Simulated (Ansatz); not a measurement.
Co₅⁻, relaxed as a multiplicity 11 with UKS PBE-D4/def2-SVPD in Ansatz, starting from the GFN1-xTB geometry. Force threshold 0.02 eV/Å.

The charge -1 multiplicity 11 is spin-contaminated (final ⟨S²⟩ up to 30.83, 30.00 for a pure state). The highest occupied level of the charge -1 multiplicity 11 lies above zero (up to 0.74 eV). The electron is either unbound and held by the finite basis, or the level is raised by self-interaction error. An occupied level of the charge -1 multiplicity 11 lies above an empty one of the other spin, so a lower spin may lie lower. Another isomer (multiplicity 11) lies 0.14 eV lower at PBE0-D4/def2-TZVPD; other spin states weren't run for this one.

Start:

```xyz
5

Co    0.605   -1.200   -0.121
Co   -1.066    0.292   -0.779
Co   -1.177   -0.731    1.352
Co    1.189    0.733   -1.341
Co    0.450    0.906    0.888
```

| step | energy (eV) | largest force component (eV/Å) | SCF passes |
| --- | --- | --- | --- |
| 1 | -188081.6668 | 1.341 | 315 |
| 2 | -188081.8698 | 0.695 | 151 |
| 3 | -188081.9374 | 0.358 | 171 |
| 4 | -188081.9568 | 0.287 | 126 |
| 5 (rejected) | -188081.9333 | 0.765 | 240 |
| 6 | -188081.9937 | 0.111 | 125 |
| 7 | -188082.0007 | 0.137 | 113 |
| 8 (rejected) | -188081.9838 | 0.474 | 99 |
| 9 | -188082.0107 | 0.128 | 94 |
| 10 | -188082.0218 | 0.154 | 99 |
| 11 | -188082.0251 | 0.078 | 69 |
| 12 | -188082.0259 | 0.032 | 67 |
| 13 | -188082.0259 | 0.015 | 54 |

Force components are those of the run's own axes.

End:

```xyz
5

Co    0.478   -1.324   -0.236
Co   -1.014    0.316   -0.821
Co   -0.895   -0.681    1.290
Co    1.125    0.627   -1.138
Co    0.306    1.062    0.905
```

By distances, no bond broke or formed. The bond that changes most is Co1–Co5, from 2.34 to 2.65 Å (atoms count from 1).

No frequencies were taken in this run, so the end may be a saddle point.

It took 2.3 min on 4 threads of Arm Neoverse V2 on a shared host, peak host memory 0.64 GiB.
